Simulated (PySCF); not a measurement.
Run record: geometry optimisation, `C[Se][SiH2]C=O`.

Method: PBE0-D3(BJ)/def2-SVP geometry optimisation, gas phase (PySCF 2.14.0). Start geometry: GFN2-xTB. A driver script takes a list of jobs; this job's settings line and coordinates (Å) are shown.

Command:
```bash
OMP_NUM_THREADS=1 python probes_run.py task.json out
```

Input:
```
{"job": {"xc": "PBE0", "basis": "def2-SVP", "d3": "d3bj", "grid": 1, "shake": 0.01, "kind": "geom"}, "charge": 0, "multiplicity": 1}
C     -2.220930     0.327690     0.284240
Se    -0.488850     1.190520     0.437600
Si     0.721930    -0.524880    -0.398250
C      2.560800     0.165450    -0.269690
O      3.478180    -0.421910    -0.719880
H     -2.423200     0.097210    -0.761380
H     -2.971960     1.071260     0.616610
H     -2.254780    -0.527600     0.901950
H      0.392290    -0.814910    -1.759590
H      0.596020    -1.729760     0.439600
H      2.648620     1.141100     0.253040
```

Output:
```
step   0  E = -2845.00302265  max force = 0.047620
step   1  E = -2845.00828365  max force = 0.007902
step   2  E = -2845.00843114  max force = 0.003332
step   3  E = -2845.00852834  max force = 0.001482
step   4  E = -2845.00855436  max force = 0.000266
step   5  E = -2845.00856658  max force = 0.000258
optimisation converged
```

Energies in Eh; «max force» is the largest Cartesian gradient component in Eh/bohr.

Question: Give the first gradient maximum in eV/Å.

Answer: With 1 Eh/bohr = 51.422 eV/Å, 2.449 eV/Å.

Question: How much energy does the optimisation release, in eV?

Answer: E(step 0) − E(last step) = 0.005544 Eh, which is 0.151 eV.

In short: final energy -2845.00857 Eh after 5 steps; dipole 2.69 D.

Question: Where do the atoms end?

Answer: 0.080 Å rms from the input after alignment:
```
atom  x, y, z in Å
C1    -2.3579    0.4273    0.2217
Se2   -0.6488    1.3652    0.4072
Si3    0.6690   -0.2686   -0.4690
C4     2.4855    0.3992   -0.4287
O5     3.3728   -0.2378   -0.9362
H6    -2.5557    0.1871   -0.8308
H7    -3.1300    1.1172    0.5851
H8    -2.3680   -0.4844    0.8333
H9     0.3107   -0.5919   -1.8834
H10    0.6091   -1.5325    0.3279
H11    2.7048    1.3821    0.0761
```

Hardware: an Arm Neoverse V1 with one thread, shared host with 32 logical CPUs at a one-minute load of 40. Cost: 41 s of wall time, 0.51 GiB resident at most.
Labels such as C1 count atoms from 1, the log's own numbers from 0.
